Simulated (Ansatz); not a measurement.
Born–Oppenheimer molecular dynamics of a periodic cell of 17 atoms, Rb16H (host Rb, host structure bcc, interstitial H). It starts from a relaxed structure.

The calculation used Ansatz 0.2.0, DFT PBEsol, scalar-relativistic, plane waves, PAW. Settings: cutoff 420 eV, k mesh 1x1x1, fermi-dirac smearing 0.05 eV, no spin polarisation.

- ensemble: NVT, Nosé–Hoover chain
- time step: 0.5 fs
- steps asked: 300
- set temperature: 1500 K
- thermostat: time constant 50 fs, chain length 1
- seed: 140324

Frames 1 fs apart, positions in Å, forces in eV/Å.

Velocities at 125.0 fs (Å/ps):

```
Rb -7.32 0.85 2.31
Rb -3.43 3.73 3.21
Rb 0.59 2.69 7.03
Rb -2.18 0.52 -9.31
Rb -0.62 3.48 -0.47
Rb -0.26 -1.59 -3.48
Rb 3.07 3.73 -4.22
Rb -2.95 1.92 -1.17
Rb 1.09 -9.31 3.44
Rb 2.18 -1.39 0.08
Rb 1.62 -8.44 -0.12
Rb 4.45 -0.17 2.55
Rb -3.19 4.84 -1.69
Rb 4.27 -2.35 0.94
Rb -1.95 0.16 0.25
Rb 4.54 1.37 0.42
H 6.91 -2.59 18.48
```

```xyz
17
Lattice="11.1800 0.0000 0.0000 0.0000 11.1800 0.0000 0.0000 0.0000 11.1800" Properties=species:S:1:pos:R:3:forces:R:3 time_fs=125.0 energy_less_start_eV=1.826 T=1340
Rb -0.791 -0.107 0.294 0.47 0.09 -0.14
Rb 5.006 0.360 0.390 0.05 -0.24 -0.11
Rb -0.093 6.027 0.798 -0.06 0.01 -0.14
Rb 0.699 -0.290 4.457 -1.11 0.69 0.10
Rb 2.727 3.349 2.597 0.01 0.04 0.03
Rb 5.724 5.498 -0.368 0.02 0.14 0.01
Rb 5.168 0.293 5.060 0.32 0.18 0.19
Rb 8.039 2.770 2.455 0.09 0.16 0.11
Rb -0.094 4.252 6.046 0.13 0.30 -0.21
Rb 2.807 8.670 3.621 0.43 -0.72 -0.47
Rb 3.044 2.105 8.558 -0.14 0.09 -0.12
Rb 6.239 5.307 5.879 -0.08 0.07 -0.04
Rb 8.152 9.221 2.714 -0.20 -0.39 0.23
Rb 8.942 2.428 8.621 -0.26 -0.03 0.07
Rb 2.587 8.463 7.688 0.06 0.07 0.12
Rb 8.928 8.720 8.298 -0.14 -0.11 -0.13
H 2.832 10.621 5.280 0.41 -0.34 0.51
17
Lattice="11.1800 0.0000 0.0000 0.0000 11.1800 0.0000 0.0000 0.0000 11.1800" Properties=species:S:1:pos:R:3:forces:R:3 time_fs=126.0 energy_less_start_eV=1.821 T=1358
Rb -0.799 -0.106 0.296 0.47 0.09 -0.15
Rb 5.003 0.364 0.393 0.05 -0.24 -0.10
Rb -0.093 6.030 0.805 -0.06 0.01 -0.14
Rb 0.696 -0.289 4.447 -1.04 0.68 0.12
Rb 2.727 3.353 2.596 0.01 0.04 0.03
Rb 5.724 5.496 -0.372 0.02 0.14 0.01
Rb 5.171 0.297 5.055 0.32 0.18 0.19
Rb 8.036 2.772 2.454 0.09 0.17 0.11
Rb -0.093 4.242 6.050 0.14 0.30 -0.22
Rb 2.810 8.668 3.621 0.43 -0.71 -0.46
Rb 3.046 2.097 8.558 -0.14 0.08 -0.12
Rb 6.244 5.307 5.881 -0.09 0.07 -0.04
Rb 8.149 9.226 2.712 -0.20 -0.39 0.23
Rb 8.946 2.426 8.622 -0.26 -0.03 0.08
Rb 2.585 8.463 7.688 0.06 0.08 0.11
Rb 8.933 8.722 8.298 -0.14 -0.11 -0.14
H 2.840 10.617 5.301 0.34 -0.35 0.49
17
Lattice="11.1800 0.0000 0.0000 0.0000 11.1800 0.0000 0.0000 0.0000 11.1800" Properties=species:S:1:pos:R:3:forces:R:3 time_fs=127.0 energy_less_start_eV=1.813 T=1377
Rb -0.806 -0.105 0.299 0.47 0.09 -0.15
Rb 4.999 0.368 0.396 0.05 -0.24 -0.10
Rb -0.092 6.032 0.812 -0.06 0.01 -0.14
Rb 0.694 -0.289 4.438 -0.96 0.67 0.15
Rb 2.726 3.356 2.596 0.01 0.04 0.03
Rb 5.724 5.495 -0.375 0.02 0.14 0.01
Rb 5.174 0.301 5.051 0.32 0.18 0.19
Rb 8.033 2.773 2.453 0.09 0.17 0.11
Rb -0.092 4.233 6.053 0.14 0.30 -0.22
Rb 2.812 8.667 3.621 0.43 -0.70 -0.45
Rb 3.047 2.088 8.558 -0.14 0.08 -0.12
Rb 6.248 5.307 5.884 -0.09 0.07 -0.05
Rb 8.146 9.231 2.711 -0.20 -0.40 0.23
Rb 8.950 2.424 8.623 -0.27 -0.03 0.08
Rb 2.583 8.463 7.688 0.06 0.08 0.11
Rb 8.938 8.723 8.299 -0.14 -0.11 -0.14
H 2.853 10.609 5.327 0.26 -0.35 0.46
17
Lattice="11.1800 0.0000 0.0000 0.0000 11.1800 0.0000 0.0000 0.0000 11.1800" Properties=species:S:1:pos:R:3:forces:R:3 time_fs=128.0 energy_less_start_eV=1.803 T=1398
Rb -0.813 -0.104 0.301 0.47 0.09 -0.15
Rb 4.996 0.371 0.399 0.05 -0.24 -0.10
Rb -0.092 6.035 0.819 -0.06 0.01 -0.14
Rb 0.691 -0.288 4.428 -0.88 0.66 0.18
Rb 2.725 3.360 2.595 0.01 0.04 0.03
Rb 5.723 5.493 -0.379 0.02 0.14 0.02
Rb 5.178 0.305 5.047 0.32 0.18 0.19
Rb 8.030 2.776 2.451 0.09 0.17 0.10
Rb -0.090 4.224 6.056 0.14 0.31 -0.22
Rb 2.814 8.665 3.621 0.43 -0.69 -0.43
Rb 3.049 2.079 8.558 -0.14 0.08 -0.13
Rb 6.253 5.306 5.886 -0.09 0.07 -0.05
Rb 8.143 9.236 2.709 -0.21 -0.40 0.23
Rb 8.955 2.421 8.624 -0.27 -0.03 0.08
Rb 2.582 8.463 7.689 0.07 0.08 0.11
Rb 8.942 8.724 8.299 -0.14 -0.11 -0.14
H 2.867 10.598 5.357 0.17 -0.35 0.42
17
Lattice="11.1800 0.0000 0.0000 0.0000 11.1800 0.0000 0.0000 0.0000 11.1800" Properties=species:S:1:pos:R:3:forces:R:3 time_fs=129.0 energy_less_start_eV=1.792 T=1419
Rb -0.821 -0.103 0.303 0.48 0.09 -0.15
Rb 4.992 0.375 0.403 0.05 -0.24 -0.10
Rb -0.091 6.038 0.826 -0.06 0.01 -0.14
Rb 0.689 -0.287 4.419 -0.79 0.64 0.21
Rb 2.725 3.363 2.595 0.01 0.04 0.03
Rb 5.723 5.492 -0.382 0.02 0.14 0.02
Rb 5.181 0.309 5.043 0.32 0.18 0.19
Rb 8.027 2.778 2.450 0.09 0.17 0.10
Rb -0.089 4.214 6.060 0.14 0.31 -0.23
Rb 2.817 8.663 3.621 0.44 -0.68 -0.41
Rb 3.050 2.071 8.558 -0.14 0.08 -0.13
Rb 6.257 5.306 5.889 -0.09 0.07 -0.05
Rb 8.139 9.240 2.707 -0.21 -0.41 0.24
Rb 8.959 2.419 8.625 -0.27 -0.03 0.08
Rb 2.579 8.464 7.689 0.07 0.08 0.10
Rb 8.947 8.726 8.300 -0.14 -0.11 -0.14
H 2.884 10.584 5.392 0.09 -0.35 0.39
17
Lattice="11.1800 0.0000 0.0000 0.0000 11.1800 0.0000 0.0000 0.0000 11.1800" Properties=species:S:1:pos:R:3:forces:R:3 time_fs=130.0 energy_less_start_eV=1.782 T=1440
Rb -0.828 -0.103 0.306 0.48 0.09 -0.15
Rb 4.989 0.379 0.406 0.05 -0.24 -0.10
Rb -0.090 6.041 0.833 -0.07 0.01 -0.15
Rb 0.686 -0.286 4.410 -0.71 0.63 0.25
Rb 2.724 3.367 2.594 0.01 0.04 0.03
Rb 5.723 5.490 -0.386 0.02 0.14 0.02
Rb 5.184 0.313 5.039 0.31 0.18 0.19
Rb 8.024 2.780 2.449 0.09 0.18 0.10
Rb -0.088 4.205 6.063 0.14 0.31 -0.23
Rb 2.819 8.662 3.621 0.44 -0.67 -0.40
Rb 3.052 2.062 8.557 -0.14 0.08 -0.14
Rb 6.262 5.306 5.892 -0.09 0.07 -0.05
Rb 8.136 9.245 2.706 -0.21 -0.41 0.24
Rb 8.963 2.416 8.626 -0.27 -0.03 0.08
Rb 2.578 8.464 7.689 0.07 0.09 0.10
Rb 8.951 8.727 8.300 -0.14 -0.11 -0.14
H 2.901 10.566 5.430 0.01 -0.35 0.35
17
Lattice="11.1800 0.0000 0.0000 0.0000 11.1800 0.0000 0.0000 0.0000 11.1800" Properties=species:S:1:pos:R:3:forces:R:3 time_fs=131.0 energy_less_start_eV=1.773 T=1461
Rb -0.835 -0.102 0.308 0.48 0.10 -0.16
Rb 4.985 0.382 0.409 0.05 -0.24 -0.10
Rb -0.090 6.043 0.840 -0.07 0.01 -0.15
Rb 0.683 -0.285 4.400 -0.63 0.62 0.28
Rb 2.723 3.370 2.594 0.01 0.04 0.03
Rb 5.723 5.488 -0.389 0.02 0.14 0.02
Rb 5.187 0.317 5.034 0.30 0.18 0.19
Rb 8.021 2.782 2.448 0.10 0.18 0.10
Rb -0.087 4.196 6.067 0.15 0.31 -0.23
Rb 2.822 8.660 3.620 0.44 -0.66 -0.38
Rb 3.054 2.054 8.557 -0.14 0.08 -0.14
Rb 6.266 5.306 5.894 -0.09 0.07 -0.05
Rb 8.133 9.250 2.704 -0.21 -0.41 0.24
Rb 8.967 2.414 8.627 -0.28 -0.03 0.08
Rb 2.576 8.464 7.690 0.07 0.09 0.10
Rb 8.956 8.728 8.300 -0.14 -0.11 -0.14
H 2.919 10.544 5.472 -0.06 -0.34 0.31
17
Lattice="11.1800 0.0000 0.0000 0.0000 11.1800 0.0000 0.0000 0.0000 11.1800" Properties=species:S:1:pos:R:3:forces:R:3 time_fs=132.0 energy_less_start_eV=1.765 T=1482
Rb -0.842 -0.101 0.310 0.48 0.10 -0.16
Rb 4.982 0.386 0.412 0.05 -0.24 -0.10
Rb -0.089 6.046 0.848 -0.07 0.00 -0.15
Rb 0.680 -0.284 4.391 -0.56 0.61 0.31
Rb 2.723 3.374 2.593 0.02 0.04 0.03
Rb 5.722 5.487 -0.393 0.01 0.14 0.02
Rb 5.191 0.321 5.030 0.28 0.17 0.19
Rb 8.018 2.784 2.447 0.10 0.18 0.10
Rb -0.086 4.186 6.070 0.15 0.31 -0.23
Rb 2.824 8.658 3.620 0.44 -0.65 -0.36
Rb 3.055 2.045 8.557 -0.14 0.07 -0.15
Rb 6.271 5.306 5.897 -0.09 0.07 -0.05
Rb 8.129 9.255 2.703 -0.22 -0.42 0.24
Rb 8.972 2.412 8.628 -0.28 -0.03 0.08
Rb 2.574 8.464 7.690 0.07 0.08 0.10
Rb 8.960 8.730 8.301 -0.14 -0.12 -0.15
H 2.936 10.520 5.518 -0.11 -0.33 0.26
17
Lattice="11.1800 0.0000 0.0000 0.0000 11.1800 0.0000 0.0000 0.0000 11.1800" Properties=species:S:1:pos:R:3:forces:R:3 time_fs=133.0 energy_less_start_eV=1.759 T=1502
Rb -0.850 -0.100 0.313 0.49 0.10 -0.16
Rb 4.978 0.390 0.416 0.05 -0.25 -0.10
Rb -0.089 6.049 0.855 -0.07 0.00 -0.15
Rb 0.677 -0.283 4.381 -0.50 0.60 0.35
Rb 2.722 3.378 2.593 0.02 0.05 0.03
Rb 5.722 5.485 -0.397 0.01 0.14 0.02
Rb 5.194 0.325 5.026 0.26 0.17 0.19
Rb 8.015 2.786 2.446 0.10 0.18 0.10
Rb -0.085 4.177 6.073 0.15 0.31 -0.24
Rb 2.827 8.656 3.620 0.44 -0.64 -0.35
Rb 3.057 2.036 8.557 -0.14 0.07 -0.15
Rb 6.275 5.306 5.899 -0.09 0.07 -0.05
Rb 8.126 9.259 2.701 -0.22 -0.42 0.24
Rb 8.976 2.409 8.629 -0.28 -0.03 0.08
Rb 2.572 8.465 7.690 0.07 0.08 0.10
Rb 8.965 8.731 8.301 -0.14 -0.12 -0.15
H 2.952 10.492 5.566 -0.16 -0.31 0.21
17
Lattice="11.1800 0.0000 0.0000 0.0000 11.1800 0.0000 0.0000 0.0000 11.1800" Properties=species:S:1:pos:R:3:forces:R:3 time_fs=134.0 energy_less_start_eV=1.756 T=1521
Rb -0.857 -0.099 0.315 0.49 0.10 -0.16
Rb 4.975 0.394 0.419 0.05 -0.25 -0.10
Rb -0.088 6.052 0.862 -0.07 0.00 -0.15
Rb 0.674 -0.282 4.371 -0.44 0.59 0.37
Rb 2.721 3.381 2.592 0.02 0.05 0.03
Rb 5.722 5.484 -0.400 0.01 0.14 0.02
Rb 5.198 0.329 5.022 0.24 0.15 0.20
Rb 8.012 2.788 2.445 0.10 0.19 0.10
Rb -0.083 4.167 6.077 0.15 0.31 -0.24
Rb 2.829 8.654 3.620 0.45 -0.63 -0.33
Rb 3.058 2.027 8.557 -0.14 0.07 -0.16
Rb 6.280 5.306 5.902 -0.09 0.07 -0.05
Rb 8.122 9.264 2.699 -0.22 -0.43 0.25
Rb 8.980 2.406 8.630 -0.28 -0.03 0.09
Rb 2.570 8.465 7.691 0.07 0.07 0.11
Rb 8.970 8.732 8.301 -0.14 -0.12 -0.15
H 2.967 10.460 5.616 -0.18 -0.28 0.16
17
Lattice="11.1800 0.0000 0.0000 0.0000 11.1800 0.0000 0.0000 0.0000 11.1800" Properties=species:S:1:pos:R:3:forces:R:3 time_fs=135.0 energy_less_start_eV=1.756 T=1539
Rb -0.864 -0.098 0.317 0.49 0.10 -0.16
Rb 4.971 0.397 0.422 0.05 -0.25 -0.10
Rb -0.088 6.055 0.869 -0.07 0.00 -0.15
Rb 0.671 -0.281 4.362 -0.40 0.57 0.40
Rb 2.721 3.385 2.592 0.02 0.05 0.03
Rb 5.722 5.482 -0.404 0.01 0.14 0.02
Rb 5.201 0.333 5.017 0.21 0.14 0.21
Rb 8.009 2.790 2.444 0.10 0.19 0.10
Rb -0.082 4.158 6.080 0.15 0.31 -0.24
Rb 2.832 8.651 3.619 0.45 -0.62 -0.31
Rb 3.060 2.019 8.556 -0.14 0.06 -0.16
Rb 6.284 5.306 5.905 -0.09 0.07 -0.05
Rb 8.118 9.269 2.698 -0.22 -0.43 0.25
Rb 8.984 2.404 8.632 -0.29 -0.03 0.09
Rb 2.568 8.465 7.691 0.07 0.06 0.12
Rb 8.974 8.734 8.302 -0.14 -0.12 -0.15
H 2.980 10.426 5.668 -0.19 -0.25 0.10
17
Lattice="11.1800 0.0000 0.0000 0.0000 11.1800 0.0000 0.0000 0.0000 11.1800" Properties=species:S:1:pos:R:3:forces:R:3 time_fs=136.0 energy_less_start_eV=1.760 T=1555
Rb -0.871 -0.097 0.319 0.49 0.10 -0.17
Rb 4.967 0.401 0.425 0.05 -0.25 -0.10
Rb -0.087 6.058 0.877 -0.08 0.00 -0.15
Rb 0.668 -0.279 4.352 -0.36 0.56 0.42
Rb 2.720 3.389 2.592 0.02 0.05 0.03
Rb 5.721 5.481 -0.408 0.01 0.14 0.02
Rb 5.205 0.337 5.013 0.17 0.12 0.22
Rb 8.006 2.793 2.442 0.11 0.19 0.10
Rb -0.081 4.148 6.083 0.15 0.32 -0.25
Rb 2.835 8.649 3.619 0.45 -0.62 -0.29
Rb 3.061 2.010 8.556 -0.14 0.06 -0.16
Rb 6.289 5.306 5.907 -0.09 0.07 -0.05
Rb 8.115 9.273 2.696 -0.22 -0.43 0.25
Rb 8.989 2.401 8.633 -0.29 -0.03 0.09
Rb 2.566 8.465 7.691 0.07 0.04 0.14
Rb 8.979 8.735 8.302 -0.14 -0.12 -0.15
H 2.991 10.390 5.722 -0.19 -0.20 0.04
```

Of the whole run (150 fs, mean temperature of the second half 1357 K): The conserved energy stayed within 0.02 meV per atom of its start (net change 0.014 meV per atom), so the integration is sound. A run of 0.15 ps of so small a system gives no equilibrium averages. Limits of this set-up: coarse k mesh, odd electron count without spin.

The run took 13 min on 2 threads of Arm Neoverse V1, with other jobs on the host, peak memory 0.88 GiB.
